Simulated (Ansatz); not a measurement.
Total energies of `FC1=C(S)[SiH2]1`.

```tsv
atom	x (Å)	y (Å)	z (Å)
F1	0.901	1.905	-0.611
C2	0.314	0.870	-0.032
C3	0.035	-0.372	-0.415
S4	0.183	-1.456	-1.737
Si5	-0.511	0.002	1.295
H6	0.809	-0.620	-2.587
H7	0.215	-0.538	2.471
H8	-1.945	0.209	1.616
```

Total charge 0; spin multiplicity 1. Geometry: relaxed with PBE0-D4/def2-TZVP. It is one conformer, not always the lowest. Basis def2-TZVPP, Ansatz 0.2.0.

RPA on PBE orbitals: Hartree–Fock energy of these orbitals -863.32734 Eh, correlation -1.37383 Eh (frozen core).

```json
{"functional": "PBE0", "kind": "global hybrid, 25 % exact exchange", "energy without D4 (Eh)": "-865.11200", "D4 term (kJ/mol)": "-16.5"}
{"functional": "ωB97X-V", "kind": "range-separated hybrid GGA with VV10", "energy without D4 (Eh)": "-865.39517", "D4 term (kJ/mol)": "–"}
```

Question: Give the same for LDA (SPW92), PBE, revPBE, BLYP, r2SCAN, B97M-V, B3LYP, r2SCANh, r2SCAN0, HSE06 (plane-wave form), BHLYP, CAM-B3LYP, LC-ωPBE, ωB97M-V, B2PLYP, PBE-QIDH. (Estimate.)

Answer: The calculation gave: 
```
             functional                                       kind  energy without D4 (Eh)  D4 term (kJ/mol)
            LDA (SPW92)                                        LDA              -861.69012                 –
                    PBE                                        GGA              -865.05123             -19.5
                 revPBE                                        GGA              -865.37758             -56.8
                   BLYP                                        GGA              -865.51979             -43.0
                 r2SCAN                                   meta-GGA              -865.42136              -4.6
                 B97M-V                         meta-GGA with VV10              -865.35490                 –
                  B3LYP                        global hybrid, 20 %              -865.59760             -31.9
                r2SCANh                      meta-GGA hybrid, 10 %              -865.40713              -4.9
                r2SCAN0                      meta-GGA hybrid, 25 %              -865.38719              -5.5
HSE06 (plane-wave form)                            screened hybrid              -865.09003             -15.5
                  BHLYP                        global hybrid, 50 %              -865.46812             -25.2
              CAM-B3LYP                     range-separated hybrid              -865.50701             -16.9
                LC-ωPBE                long-range corrected hybrid              -865.23791                 –
                ωB97M-V  range-separated hybrid meta-GGA with VV10              -865.46356                 –
                 B2PLYP                              double hybrid              -865.18999                 –
               PBE-QIDH                              double hybrid              -864.91090                 –
```

B3LYP takes the VWN-RPA correlation (the form of Gaussian; ORCA's B3LYP/G). HSE06 is the plane-wave form, built on full-range PBE exchange. The double hybrids freeze the cores in their second-order part.

LC-ωPBE has ω = 0.4 bohr⁻¹.
